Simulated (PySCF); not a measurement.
C2H5O, SMILES O[CH]C, multiplicity 2. Atoms are numbered in the order given.

```xyz
8

C     -1.2006    -0.1783     0.2132
C      0.2067     0.2070     0.4277
O      1.0386    -0.0788    -0.6169
H     -1.7796    -0.0226     1.1249
H     -1.6766     0.4036    -0.5912
H     -1.2767    -1.2331    -0.0678
H      0.4674     1.0650     1.0423
H      1.9205     0.2447    -0.4185
```
Charge 0, spin multiplicity 2.

Coordinates come from a PBE0-D3(BJ)/def2-TZVP optimisation. The isomer is the one that the SMILES or the coordinates give; other isomers of the formula were not compared. One conformer was computed; it need not be the lowest.

The numbers are results of PySCF with PBE/pcH-1, not measurements.

Unrestricted Kohn–Sham, ⟨S²⟩ = 0.752. Hyperfine tensors hold the contact and dipolar terms, without spin-orbit corrections.

Computed hyperfine couplings:
| nucleus | A(iso) (MHz) | A(iso) (G) | dipolar principal values (MHz) |
|---|---|---|---|
| 13C no. 1 | -19.8 | -7.1 | -2.1, -1.4, 3.5 |
| 13C no. 2 | 142.0 | 50.7 | -72.9, -72.7, 145.6 |
| 17O no. 3 | -11.0 | -3.9 | -66.1, 32.0, 34.1 |
| 1H no. 4 | 8.7 | 3.1 | -5.3, -4.1, 9.4 |
| 1H no. 5 | 125.8 | 44.9 | -4.3, -3.1, 7.4 |
| 1H no. 6 | 54.0 | 19.3 | -4.9, -4.5, 9.5 |
| 1H no. 7 | -23.9 | -8.5 | -33.0, -1.2, 34.2 |
| 1H no. 8 | -7.9 | -2.8 | -13.6, -9.0, 22.6 |

Q: And the g tensor (effective nuclear charges for spin-orbit coupling, GIAO)? (The exact figures need the calculation; the answer reports its results.)

A: principal values 2.0021, 2.0033, 2.0044; isotropic 2.0033.
